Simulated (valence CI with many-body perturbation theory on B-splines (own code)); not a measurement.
The numbers below are computed, except where a source is named.
**Run record, Ir70+**

Level of theory: configuration interaction combined with many-body perturbation theory (CI+MBPT): five valence electrons over a frozen Dirac-Fock core [He], a basis of 9 s, 9 p, 8 d, 6 f, 3 g, 1 h functions for each j, with the one-electron correlation potential Σ1 (screened to all orders), the two-electron term Σ2, the three-electron term Σ3, Breit, model QED; selected single and double excitations, second order for the rest (own B-spline code, finite nucleus).

Command, and the settings that its task file holds:

```sh
python run_cv.py task.json out
```

```
atom Ir  Z=77  mass_number=193  rms_radius_fm=5.4032
core [He]
valence 2s2 2p3
avg = 1
basis = M
breit = 1
cap = 40000
capref = 1200
cscale = 1
de = 0.0
dress = 0
eps = 2e-08
h = 0.27
hh = 1
l2 = 3
lcore = 6
maxit = 60
n2 = 5
natural = 1
nlev = 45
nno = [5, 5, 5, 4, 2, 1]
nroot = 26
nsp = [4, 4, 3, 2, 1, 0]
pt2 = 1
qed = 1
rpa = 1
s1 = 1
s2 = 1
s3 = 1
screen = 1
tol = 2e-05
```

Question: Roughly how long does this run take on one core of Arm Neoverse V1, and how much memory?

Answer: 2.8 min on 1 thread of Arm Neoverse V1, with other jobs on the host, peak memory 1.2 GiB.

Log. The first blocks belong to the next ion, which gives the ionisation energy. Fields: 2J, parity (1 odd), roots, reference size, generating configurations, candidates as configurations/state functions, variational space P, stored matrix elements, Davidson steps; e2 is the range of second-order energies in hartree. The first line gives the box (bohr), its intervals, the orbitals and the steps of their self-consistent field. Window is the range of levels sought, series limit the energy at which the first omitted orbital would enter, core excitation an estimate of the first excitation out of the core, left out the lowest levels not solved, and shifts from estimates the range by which levels moved from their first estimate, all in cm⁻¹.

```
rmax 1.2 intervals 53 orbitals 63 references ['2s2 2p3', '2s 2p4', '2p5'] scf 2 t 0.4
2J=0 par=0 roots 2 ref 28 generators 3 cand 3355/4621 P 1996/2837 nnz 1.1e+06 it 4
2J=0 par=0 roots 2 ref 28 generators 4 cand 1385/1812 P 2328/3321 nnz 1.4e+06 it 4
   second order: generators 5 cand 2671/4528 e2 -0.00001 -0.00000
reference levels 619, estimated 416, window 96443937 1/cm; series limit 122289150, core excitation 517433934
2J=3 par=1 roots 16 ref 100 generators 15 cand 27625/205107 P 2060/7999 nnz 5.1e+06 it 5
2J=3 par=1 roots 16 ref 100 generators 20 cand 27381/209378 P 7316/39997 nnz 7.7e+07 it 8
   second order: generators 24 cand 26248/207680 e2 -0.00535 -0.00100
2J=5 par=1 roots 10 ref 85 generators 11 cand 26667/242749 P 1884/7997 nnz 5.7e+06 it 5
2J=5 par=1 roots 10 ref 85 generators 14 cand 29767/265498 P 6418/39999 nnz 8.5e+07 it 5
   second order: generators 20 cand 27823/259806 e2 -0.00429 -0.00220
2J=1 par=1 roots 11 ref 66 generators 13 cand 24125/114805 P 2804/7997 nnz 4.3e+06 it 5
2J=1 par=1 roots 11 ref 66 generators 17 cand 23443/115257 P 10119/39994 nnz 7.2e+07 it 7
   second order: generators 24 cand 24034/124315 e2 -0.00107 -0.00014
2J=5 par=0 roots 12 ref 75 generators 12 cand 27495/234074 P 2028/7983 nnz 5.8e+06 it 5
2J=5 par=0 roots 12 ref 75 generators 17 cand 28102/253697 P 6717/39998 nnz 8.3e+07 it 8
   second order: generators 21 cand 26037/248134 e2 -0.00534 -0.00226
2J=1 par=0 roots 12 ref 61 generators 13 cand 23314/108875 P 2833/7997 nnz 4.4e+06 it 6
2J=1 par=0 roots 12 ref 61 generators 19 cand 23465/115293 P 10307/40000 nnz 7.1e+07 it 7
   second order: generators 25 cand 21724/105962 e2 -0.00109 -0.00011
2J=3 par=0 roots 15 ref 85 generators 12 cand 26816/194376 P 1968/7996 nnz 5.5e+06 it 7
2J=3 par=0 roots 15 ref 85 generators 17 cand 27464/209401 P 7195/40000 nnz 7.9e+07 it 10
   second order: generators 22 cand 25604/201633 e2 -0.00493 -0.00152
2J=7 par=1 roots 5 ref 54 generators 7 cand 21759/220667 P 1857/7995 nnz 5.8e+06 it 5
2J=7 par=1 roots 5 ref 54 generators 8 cand 21396/217406 P 5947/39998 nnz 9.6e+07 it 5
   second order: generators 12 cand 20596/203889 e2 -0.00237 -0.00142
2J=7 par=0 roots 5 ref 40 generators 6 cand 20894/206783 P 1892/7994 nnz 5.7e+06 it 5
2J=7 par=0 roots 5 ref 40 generators 8 cand 21312/217226 P 5826/39989 nnz 9.7e+07 it 5
   second order: generators 11 cand 18196/187325 e2 -0.00231 -0.00128
2J=9 par=0 roots 2 ref 18 generators 4 cand 12940/124566 P 1698/7994 nnz 7.1e+06 it 5
2J=9 par=0 roots 2 ref 18 generators 5 cand 12659/120697 P 5447/39095 nnz 1.4e+08 it 5
   second order: generators 5 cand 8910/89596 e2 -0.00023 -0.00007
2J=9 par=1 roots 2 ref 22 generators 3 cand 11462/120587 P 1718/7992 nnz 6.2e+06 it 4
2J=9 par=1 roots 2 ref 22 generators 3 cand 10451/115113 P 5108/39998 nnz 1.3e+08 it 5
   second order: generators 4 cand 7723/84703 e2 -0.00038 -0.00020
left out: unestimated 117186143, estimated 106649180, shifts from estimates -176 to 187
operators 0.2
```

The Davidson iterations converged.

The last digits are not significant, and no measured levels were compared; by estimate large intervals hold to a few tenths of a per cent, small ones and those within an open d or f shell to about a per cent. Among the levels kept, up to 1200 cm⁻¹ of a level comes from second order outside the variational space, and about a tenth of that is noise between levels of different J, which matters for small intervals.

```yaml
Valence_energy: -3739.208 hartree
Ionisation_energy: "18125 eV (NIST: 18120 ± 60 eV (theoretical))"
Reference_configurations_for_the_orbitals: 2s2 2p3, 2s 2p4, 2p5
Radial_orbitals: 63
Box_radius: 1.187 bohr
Largest_variational_space: 40000
Lowest_levels: (2s^2 2p1/2^2 2p3/2) J=3/2 0.0, (2s^2 2p1/2 2p3/2^2) J=3/2 1672.2, (2s^2 2p1/2 2p3/2^2) J=5/2 1695.3, (2s^2 2p1/2 2p3/2^2) J=1/2 1751.8, (2s 2p1/2^2 2p3/2^2) J=5/2 2041.5, (2s 2p1/2^2 2p3/2^2) J=1/2 2153.9, (2s 2p1/2^2 2p3/2^2) J=3/2 2155.1, (2s^2 2p3/2^3) J=3/2 3428.0, (2s 2p1/2 2p3/2^3) J=3/2 [a] 3743.4, (2s 2p1/2 2p3/2^3) J=5/2 3785.4, (2s 2p1/2 2p3/2^3) J=1/2 3855.7, (2s 2p1/2 2p3/2^3) J=3/2 [b] 3863.3, (2p1/2^2 2p3/2^3) J=3/2 4270.7, (2s 2p3/2^4) J=1/2 5547.7 eV
```

Levels are named by their leading jj configuration (3d3/2^4 stands for four electrons in 3d with j = 3/2), which in mixed levels can hold well under half, so a name can repeat and another be missing. Letters in brackets count levels of one name in rising energy.
